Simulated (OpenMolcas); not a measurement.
# Computed transition rates of Te I

| Quantity | Value |
| --- | --- |
| Program | OpenMolcas 26.06 |
| Method | CASSCF |
| Basis | ANO-RCC-VQZP [8s7p5d3f2g] |
| Scalar Hamiltonian | DKH4, point nucleus |
| Active space | 6 electrons in 4 orbitals (5s 5p) |
| State averaging | 2S+1 = 3 even, 3 roots; 2S+1 = 1 even, 6 roots |
| Spin-orbit coupling | RASSI with atomic mean-field integrals over the reference wave functions, term energies averaged over their components |

Rates come from the transition moments of the reference wave functions (E1 and E2 in the length form). At fixed line strength A goes as λ^-3 for E1 and M1 and as λ^-5 for E2, so a rate at the computed wavelength can be rescaled to the measured one. Measured vacuum wavelengths follow from level energies in NIST Handbook of Basic Atomic Spectroscopic Data. Branching counts decays inside the model space alone, at computed energies, and the table is only a selection of the E2 and M1 lines, drawn from those between levels with measured partners whose computed energy lies within a factor of 1.5 of the measured one.

| Upper | Lower | Type | λ computed (nm) | λ measured (nm) | A computed (s-1) | A rescaled (s-1) | Branching % |
| --- | --- | --- | --- | --- | --- | --- | --- |
| 5s2 5p4 1S0 | 5s2 5p4 3P1 | M1 | 555.8 | 542.1 | 2.85e+01 |  | 95.7 |
| 5s2 5p4 1D2 | 5s2 5p4 3P2 | M1 | 808 | 947.2 | 3.36e+00 |  | 87.8 |
| 5s2 5p4 3P1 | 5s2 5p4 3P2 | M1 | 2371 | 2105 | 1.62e+00 | 2.32e+00 | 99.8 |
| 5s2 5p4 1S0 | 5s2 5p4 1D2 | E2 | 1017 | 791.1 | 1.04e+00 | 3.65e+00 | 3.5 |
| 5s2 5p4 1D2 | 5s2 5p4 3P1 | M1 | 1226 | 1722 | 3.36e-01 |  | 8.8 |
| 5s2 5p4 1S0 | 5s2 5p4 3P2 | E2 | 450.2 | 431.1 | 2.21e-01 |  | 0.7 |
| 5s2 5p4 1D2 | 5s2 5p4 3P2 | E2 | 808 | 947.2 | 1.24e-01 |  | 3.2 |
| 5s2 5p4 3P0 | 5s2 5p4 3P2 | E2 | 2252 | 2125 | 5.88e-03 | 7.86e-03 | 91.5 |

Spin-changing lines and M1 lines between different terms are not rescaled, since their strength hangs on the term gaps too.

The largest correction is for 5s2 5p4 1S0 → 5s2 5p4 1D2 (E2): 1.04e+00 × (1017 / 791.1)^5 = 3.65e+00 s-1, a factor of 3.51.

The computed order of these levels differs from the measured one in 1 place, and where term gaps are wrong the rates of spin-changing lines can be off by large factors.

No measured rate stands beside these. Rescaling mends the energy factor alone: line strengths can still be far off where a level mixes with configurations outside the active space, and weak or spin-changing lines hang on small mixing coefficients that depend on the term gaps too, so rescaling need not improve them.

Measured partners are found by configuration, term and J. A level has none where our copy of the source lacks it or the pairing is in doubt (some pairs that miss far off the trend of their configuration count as doubtful). Only configurations of the active space appear.
